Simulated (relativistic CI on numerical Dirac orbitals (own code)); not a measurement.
Slater and spin-orbit integrals, Hg⁴⁰⁺

These numbers are calculated, not measured: Dirac-Coulomb-Breit CI, separate exchange-only KLI orbitals for each configuration, model QED (radiative potential, 1s self-energy scaled to tabulated hydrogen-like ionisation energies), unscaled Slater integrals (own radial code, finite nucleus).

Slater integrals F^k, G^k are unscaled and averaged over j, outside the closed core [Ar] 3d10; ζ comes from projecting the Hamiltonian with its Breit term on Σ l·s of the shell.

- 4s²4p⁶4d⁴: F^2(4d,4d) = 264420, F^4(4d,4d) = 180150, ζ(4d) = 89442 cm⁻¹; <r>(4d) = 0.3788, <r^2>(4d) = 0.1641 (bohr units).
- 4s²4p⁶4d³4f: F^2(4d,4d) = 264260, F^4(4d,4d) = 180040, ζ(4d) = 89345, F^2(4d,4f) = 266600, F^4(4d,4f) = 173350, G^1(4d,4f) = 267520, G^3(4d,4f) = 186760, G^5(4d,4f) = 137940, ζ(4f) = 16649 cm⁻¹; <r>(4d) = 0.3791, <r^2>(4d) = 0.1643, <r>(4f) = 0.3526, <r^2>(4f) = 0.1406 (bohr units).
- 4s²4p⁵4d⁵: ζ(4p) = 722040, F^2(4d,4d) = 264360, F^4(4d,4d) = 180110, F^2(4p,4d) = 264950, G^1(4p,4d) = 327790, G^3(4p,4d) = 210200, ζ(4d) = 89124 cm⁻¹; <r>(4p) = 0.3782, <r^2>(4p) = 0.1621, <r>(4d) = 0.3788, <r^2>(4d) = 0.1641 (bohr units).

(1) Give the Racah parameters of the d shell in 4s²4p⁶4d⁴.

Averages of the first 10 configurations, taken without configuration mixing, which lowers the lowest level and can move excited configurations by several eV; other configurations of the list can lie among them:

```tsv
Configuration	Parity	States	Average energy above the lowest level (eV)
4s²4p⁶4d⁴	even	210	70.5
4s²4p⁶4d³4f	odd	1680	309.4
4s²4p⁵4d⁵	odd	1512	324.3
4s4p⁶4d⁵	even	504	542.5
4s4p⁶4d⁴4f	odd	5880	779.0
4s²4p⁶4d³5s	even	240	654.1
4s²4p⁶4d³5d	even	1200	860.5
4s²4p⁶4d³5g	even	2160	1038.6
4p⁶4d⁶	even	210	1019.5
4p⁵4d⁷	odd	720	1269.7
```

Answers

(1) B = F²/49 − 5F⁴/441 = 3354 cm⁻¹ and C = 35F⁴/441 = 14298 cm⁻¹.
